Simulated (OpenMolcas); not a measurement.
# Lines of neutral rhodium: computed and rescaled rates

```
Program             : OpenMolcas 26.06
Method              : MS-CASPT2, IPEA 0.25 Eh, imaginary shift 0.1 Eh (closed shells correlated: 4s 4p)
Basis               : ANO-RCC-VQZP [8s7p5d3f2g1h]
Scalar Hamiltonian  : DKH2, point nucleus
Active space        : 9 electrons in 6 orbitals (4d 5s)
State averaging     : 2S+1 = 4 even, 20 roots; 2S+1 = 2 even, 52 roots kept (CI in the orbitals of an earlier block)
Spin-orbit coupling : RASSI with atomic mean-field integrals over the reference wave functions, term energies averaged over their components
```

Rates come from the transition moments of the reference wave functions (E1 and E2 in the length form). At fixed line strength A goes as λ^-3 for E1 and M1 and as λ^-5 for E2, so a rate at the computed wavelength can be rescaled to the measured one. Measured vacuum wavelengths follow from level energies in NIST Handbook of Basic Atomic Spectroscopic Data. Branching counts decays inside the model space alone, at computed energies, and the table is only a selection of the M1 lines, drawn from those between levels with measured partners whose computed energy lies within a factor of 1.5 of the measured one.

```json
{"Upper": "4d⁸ 5s ²F_7/2", "Lower": "4d⁸ 5s ⁴F_9/2", "Type": "M1", "λ computed (nm)": "1924", "λ measured (nm)": "1757", "A computed (s-1)": "4.15e-01", "A rescaled (s-1)": "", "Branching %": "90.4"}
{"Upper": "4d⁸ 5s ⁴F_5/2", "Lower": "4d⁸ 5s ⁴F_7/2", "Type": "M1", "λ computed (nm)": "7070", "λ measured (nm)": "9363", "A computed (s-1)": "1.49e-01", "A rescaled (s-1)": "6.42e-02", "Branching %": "100.0"}
{"Upper": "4d⁸ 5s ⁴F_7/2", "Lower": "4d⁸ 5s ⁴F_9/2", "Type": "M1", "λ computed (nm)": "6681", "λ measured (nm)": "6536", "A computed (s-1)": "1.03e-01", "A rescaled (s-1)": "1.10e-01", "Branching %": "100.0"}
{"Upper": "4d⁸ 5s ²F_5/2 [64 %]", "Lower": "4d⁸ 5s ⁴F_7/2", "Type": "M1", "λ computed (nm)": "1888", "λ measured (nm)": "1597", "A computed (s-1)": "9.41e-02", "A rescaled (s-1)": "", "Branching %": "56.8"}
{"Upper": "4d⁸ 5s ²F_5/2 [64 %]", "Lower": "4d⁸ 5s ²F_7/2", "Type": "M1", "λ computed (nm)": "6266", "λ measured (nm)": "4761", "A computed (s-1)": "3.74e-02", "A rescaled (s-1)": "8.53e-02", "Branching %": "22.6"}
{"Upper": "4d⁸ 5s ⁴F_3/2", "Lower": "4d⁸ 5s ⁴F_5/2", "Type": "M1", "λ computed (nm)": "13460", "λ measured (nm)": "11430", "A computed (s-1)": "2.44e-02", "A rescaled (s-1)": "3.98e-02", "Branching %": "100.0"}
{"Upper": "4d⁸ 5s ²F_5/2 [64 %]", "Lower": "4d⁸ 5s ⁴F_5/2", "Type": "M1", "λ computed (nm)": "2576", "λ measured (nm)": "1926", "A computed (s-1)": "2.01e-02", "A rescaled (s-1)": "", "Branching %": "12.1"}
```

Spin-changing lines and M1 lines between different terms are not rescaled, since their strength hangs on the term gaps too.

The largest correction is for 4d⁸ 5s ⁴F_5/2 → 4d⁸ 5s ⁴F_7/2 (M1): 1.49e-01 × (7070 / 9363)^3 = 6.42e-02 s-1, a factor of 0.43.

The computed rate and branching of 4d⁸ 5s ⁴F_7/2 → 4d⁸ 5s ⁴F_9/2 give the upper level a radiative lifetime of 1.000 / 1.03e-01 s-1 = 9.71e+00 s, counting decays inside the model space alone. The rescaled rate gives about 9.1e+00 s.

No measured rate stands beside these. Rescaling mends the energy factor alone: line strengths can still be far off where a level mixes with configurations outside the active space, and weak or spin-changing lines hang on small mixing coefficients that depend on the term gaps too, so rescaling need not improve them.

Term energies are means over components that CASPT2 splits; among the terms shown or strongly mixed into the levels shown the widest spread is 1300 cm-1 (4d⁸ 5s ²F). Terms from blocks run as CI alone lack orbitals of their own. No level of 4d⁹ was computed, though it lies in the active space. Computed and measured levels are paired by configuration, term and J; levels that our copy of the source lacks, or whose pairing is in doubt (as where it misses far off the trend of its configuration), stay unpaired. Only configurations of the active space appear.

A share in square brackets marks a mixed level and gives the weight of the term that names it.
